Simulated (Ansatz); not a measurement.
```xyz
5

C     0.0056   -0.0081   -1.1177
Cl    0.0021   -0.0012    0.6657
H     0.0008   -1.0269   -1.4763
H    -0.9012    0.5092   -1.4809
H     0.8932    0.5196   -1.4698
```

Basis set: cc-pVDZ (spherical functions). Correlated methods keep 6 orbitals frozen. Charge 0, multiplicity 1.

Computed with Ansatz (development build ahead of 0.2.0); each method stands on the lowest determinant of its kind that the runs found. Restricted open shells among the atoms or ions are ROHF, correlated in semicanonical orbitals with singles.

The atomization energy at this shape (free ground-state atoms in the same class of orbitals less the molecule, no zero-point energy) of singlet CH₃Cl:

| method | atomization energy |
| --- | --- |
| RHF | 294.92 kcal/mol |

Question: What does RHF-MP2 give?

Answer: 367.41 kcal/mol.
